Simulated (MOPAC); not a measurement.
MOPAC input (MNDO):

```
MNDO PRECISE GNORM=0.05 LET XYZ UHF MS=0.5 GEO-OK AUX(PRECISION=9) THREADS=1
H2ClSi

Si    0.84824700 1   -0.59641000 1    0.04507900 1
Cl   -0.79182100 1    0.65985100 1   -0.04806900 1
H     0.77772300 1   -1.36293300 1    1.31430700 1
H     0.80778200 1   -1.50479700 1   -1.12823600 1
```

From the output:

```
                                                       MOPAC v23.2.5 Linux

          FINAL HEAT OF FORMATION =        -11.19847 KCAL/MOL =     -46.85438 KJ/MOL

          COSMO AREA              =         96.96 SQUARE ANGSTROMS
          COSMO VOLUME            =         84.15 CUBIC ANGSTROMS

          GRADIENT NORM           =          0.00335          =       0.00168 PER ATOM
          IONIZATION POTENTIAL    =          8.255726 EV
          ALPHA SOMO LUMO (EV)    =         -8.256  0.360
          BETA  SOMO LUMO (EV)    =        -11.862 -0.214
          NO. OF ALPHA ELECTRONS  =          7
          NO. OF BETA  ELECTRONS  =          6
          MOLECULAR WEIGHT        =         65.5543         POINT GROUP:  Cs

          MOLECULAR DIMENSIONS (Angstroms)

            Atom       Atom       Distance
            H     4   Cl     2     2.87252
            H     3   Cl     2     2.12114
           Si     1    H     4     0.42435

          SCF CALCULATIONS        =         13

   ATOM   CHEMICAL          X               Y               Z
  NUMBER   SYMBOL      (ANGSTROMS)     (ANGSTROMS)     (ANGSTROMS)

     1      Si          0.82393288  *  -0.63795929  *   0.04719298  *
     2      Cl         -0.79499322  *   0.67191532  *  -0.04880870  *
     3       H          0.85209386  *  -1.29277141  *   1.24674801  *
     4       H          0.88057368  *  -1.42718150  *  -1.06744917  *

                             CARTESIAN COORDINATES

   1   Si        0.823932879    -0.637959285     0.047192982
   2   Cl       -0.794993220     0.671915323    -0.048808699
   3    H        0.852093858    -1.292771405     1.246748012
   4    H        0.880573682    -1.427181496    -1.067449173

           Empirical Formula: H2 Si Cl  =     4 atoms

      MOLECULAR POINT GROUP   :   Cs

          ALPHA EIGENVALUES
 -24.60847 -20.05412 -13.56925 -13.41353 -12.61929 -11.95441  -8.25573   0.36025
   1.69029   2.04710

           BETA EIGENVALUES
 -24.40365 -19.36419 -13.39103 -13.27266 -12.48510 -11.86223  -0.21373   0.83541
   2.22276   2.27191

              NET ATOMIC CHARGES AND DIPOLE CONTRIBUTIONS

  ATOM NO.   TYPE          CHARGE      No. of ELECS.   s-Pop       p-Pop
    1         Si           1.085510        2.9145     1.20917     1.70532
    2         Cl          -0.490578        7.4906     1.98598     5.50460
    3          H          -0.297466        1.2975     1.29747
    4          H          -0.297466        1.2975     1.29747
 DIPOLE           X         Y         Z       TOTAL
 POINT-CHG.     3.694    -1.023     0.105     3.834
 HYBRID        -1.094    -0.910     0.039     1.423
 SUM            2.600    -1.933     0.144     3.243

          ATOMIC ORBITAL ELECTRON POPULATIONS

     Atom    s        px        py        pz
    1 Si   1.20917   0.54805   0.61385   0.54342
    2 Cl   1.98598   1.71385   1.80334   1.98740
    3  H   1.29747
    4  H   1.29747

                    (SZ)    =    0.500000
                    (S**2)  =    0.750566

          ATOMIC ORBITAL SPIN POPULATIONS

    Atom   Total    s     px     py     pz
         Atomic
    1 Si  0.8942  0.196  0.363  0.329  0.007
    2 Cl  0.0356  0.002  0.045 -0.011 -0.000
    3  H  0.0351  0.035
    4  H  0.0351  0.035

 **********************
 *                    *
 * JOB ENDED NORMALLY *
 *                    *
 **********************

 == MOPAC DONE ==
```

The geometry given is a B3LYP-D3(BJ)/def2-TZVP minimum.
